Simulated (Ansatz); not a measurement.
Program: Ansatz. Geometries: PBE0-D4/def2-TZVP. ΔE: electronic, gas phase. CCSD(T)/CBS is the MP2 limit (def2-TZVPP, def2-QZVPP) plus CCSD(T) − MP2 in def2-TZVPP, frozen cores. DFT in def2-TZVPP. B3LYP here is the variant with VWN-RPA as its local correlation; programs differ in this. For Se outer-core shells are correlated without core-valence functions, which leaves a few kJ/mol of doubt a bond. Scalar relativity is left out up to krypton. One conformer a species, not always the lowest.

`C=C=C[SiH2][SiH3]` + H₂Se → `C=C=C[SeH]` + disilane  (substitution at a C–Si bond)

```json
{"level": "PBE-D4", "ΔE (kJ/mol)": "50.3"}
{"level": "PBE0-D4", "ΔE (kJ/mol)": "54.1"}
{"level": "B3LYP-D4", "ΔE (kJ/mol)": "52.6"}
{"level": "ωB97X-V", "ΔE (kJ/mol)": "53.8"}
{"level": "ωB97M-V", "ΔE (kJ/mol)": "56.2"}
{"level": "MP2/def2-TZVPP", "ΔE (kJ/mol)": "52.2"}
{"level": "CCSD/def2-TZVPP", "ΔE (kJ/mol)": "52.5"}
{"level": "HF/CBS(def2)", "ΔE (kJ/mol)": "55.6"}
```

Question: What does CCSD(T)/CBS give? (Best estimate.)

Answer: Ansatz gave: +55.0 kJ/mol. The listed levels differ from it by -4.7, -0.9, -2.4, -1.2, 1.2, -2.8, -2.5, 0.6 kJ/mol.

Largest T1 diagnostic among the species: 0.013.

From PBE to PBE0 (25 % exact exchange), in def2-TZVPP and without D4, ΔE moves by +3.8 kJ/mol. In def2-TZVPP, CCSD(T) changes the Hartree–Fock value by −3.7 kJ/mol (the triples alone add −0.8 kJ/mol) and MP2 by −3.1 kJ/mol.
